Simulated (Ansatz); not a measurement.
Which method gave which barrier?

Saddle point of Si₂NH₁₁O, singlet (Si₂H₆ ([SiH3][SiH3]) + H₂O + NH₃ → Si₂H₆O ([OH][SiH2][SiH3]) + NH₃ + H₂; bonds formed: Si1–O7, H2–H8, H6–N9; bonds broken: Si1–H2, H6–O7, H8–N9), PBE0-D4/def2-TZVP structure:

Si1  (-0.359, -0.102, -1.173)
H2  (0.374, -1.051, -0.060)
H3  (-1.228, 0.899, -1.970)
H4  (-0.413, -1.244, -2.142)
Si5  (1.692, 1.039, -1.311)
H6  (-1.230, -0.329, 1.429)
O7  (-1.568, 0.097, 0.134)
H8  (0.121, -1.180, 1.431)
N9  (-0.572, -0.869, 2.165)
H10  (1.857, 1.850, -0.058)
H11  (2.849, 0.092, -1.321)
H12  (1.873, 1.998, -2.443)
H13  (-2.241, 0.723, -0.146)
H14  (-0.137, -0.260, 2.848)
H15  (-1.017, -1.660, 2.616)
(Å)

Computed with Ansatz 0.2.0 (basis: def2-TZVPP, with def2-QZVPP for the basis limit); correlated methods freeze the cores. B3LYP uses VWN-RPA correlation. Extrapolation: Hartree–Fock as exp(−7.88 √X), correlation as X^−2.97. Four methods, as single points on the PBE0-D4 structures, gave these electronic barriers from the start structure: 114.9, 121.0, 129.4, 179.1 kJ/mol.

Task: The methods were, in alphabetical order, B3LYP-D4, BLYP-D4, CCSD(T), HF. Which gave which? (A judgement: the text doesn't fix the answer.)

Result: Computed: BLYP-D4 114.9; B3LYP-D4 121.0; CCSD(T) 129.4; HF 179.1 kJ/mol. For comparison, CCSD(T) at an estimated basis limit (MP2 extrapolated from triple and quadruple zeta, plus CCSD(T) − MP2 in triple zeta) gives 127.1 kJ/mol.

No T1 diagnostic of these runs exceeds 0.013.

Labels in which every atom is bracketed show which atoms are joined, not bond orders.

For scale, one of the runs: CCSD(T)/def2-TZVPP, 300 basis functions, launched by `ansatz run in.yaml --threads 8 --pin off --events-out ev --progress --plain --max-ram 19148MiB`. The run took 2.4 min on 8 CPU threads of an Arm Neoverse V2 (shared host), with 9.9 GiB of host memory at its peak.
